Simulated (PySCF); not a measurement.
# Pt(H2S)2 at several levels of theory

Computed with PySCF 2.14.0 (density fitting, no spin-orbit coupling) at the geometry relaxed with BP86:

```xyz
7
Pt(H2S)2 (singlet)
Pt   -0.1292    0.0000    0.0000
S    -0.2738    0.0170    2.2498
H     1.0231   -0.0181    2.7200
H    -0.3890    1.3440    2.6058
S    -0.2738   -0.0170   -2.2498
H     1.0231    0.0181   -2.7200
H    -0.3890   -1.3440   -2.6058
```

```tsv
level	basis	state	HOMO (eV)	gap (eV)	charge on Pt1 (e)	dipole about the centre of mass (D)	largest force component (eV/Å)
BP86	Pt def2-SVP with ECP60, S def2-SVP, H def2-SVP	singlet	-4.36	3.39	-0.51	1.19	0.01
BP86	Pt def2-TZVP with ECP60, S def2-TZVP, H def2-TZVP	singlet	-4.54	3.25	-0.27	1.12	0.33
BP86	Pt x2c-SVPall, S x2c-SVPall, H x2c-SVPall	singlet	-4.42	3.43	-0.55	1.19	0.15
```

Charges are Mulliken's, which hang on the basis. The relaxation used the grid (50, 194), these runs (75, 302) or, all-electron (x2c bases, spin-free X2C Hamiltonian), (99, 590).

Problem. Order these levels, in the first row's basis, by the HOMO–LUMO gap they give here, smallest first.
A. PBE
B. B3LYP
C. wB97X
D. r2SCAN

Solution. A (3.35 eV), D (3.79 eV), B (5.05 eV), C (9.56 eV).

Problem. And their other results?

Solution. 
```
 level    state  HOMO (eV)  gap (eV)  charge on Pt1 (e)  dipole about the centre of mass (D)  largest force component (eV/Å)
 wB97X  singlet      -7.60      9.56              -0.47                                 1.34                            0.65
r2SCAN  singlet      -4.43      3.79              -0.46                                 1.29                            0.32
   PBE  singlet      -4.24      3.35              -0.52                                 1.19                            0.06
 B3LYP  singlet      -5.28      5.05              -0.51                                 1.17                            0.49
```

In the first row's basis the gap widens with exact exchange: 3.4 to 3.8 eV for PBE, BP86, r2SCAN (none); 5.0 eV for B3LYP (a fixed share); 9.6 eV for wB97X (rising or full at long range).
